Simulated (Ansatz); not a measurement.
System: C3H5O, charge 1, multiplicity 1. It need not be the lowest isomer of its formula. 
Structure (B3LYP-D3(BJ)/def2-TZVP (Ansatz, a program for electronic structure) minimum search):
```xyz
9

C      1.9691    -0.0338    -0.1265
C      0.8111    -0.2655     0.0831
C     -0.5530    -0.5605     0.3501
O     -1.4150     0.6021    -0.3144
H      3.0013     0.1651    -0.3126
H     -0.8239    -0.5357     1.4038
H     -0.9433    -1.4353    -0.1641
H     -0.9516     1.4623    -0.2827
H     -2.3252     0.6857     0.0305
```
Charge +1, spin multiplicity 1.

Basis-set convergence of Hartree-Fock and CCSD(T) correlation energies (hartree) with Ansatz. Cores are frozen in the correlated levels unless marked. No spin-orbit coupling. Non-relativistic.

| basis | functions | E(HF) | E(corr, CCSD(T)) |
|---|---|---|---|
| cc-pVDZ | - | -191.02973 | -0.62679 |
| cc-pVTZ | 190 | -191.08839 | -0.76267 |
| cc-pVQZ | 370 | -191.10143 | -0.80549 |

Extrapolating the two largest sets (X = 3 and 4) as X^-3: E(corr) = (64·(-0.80549) - 27·(-0.76267))/37 = -0.8367 Eh, an estimate of the basis-set limit. The largest set recovers 96.3 % of it, the smallest 74.9 %.
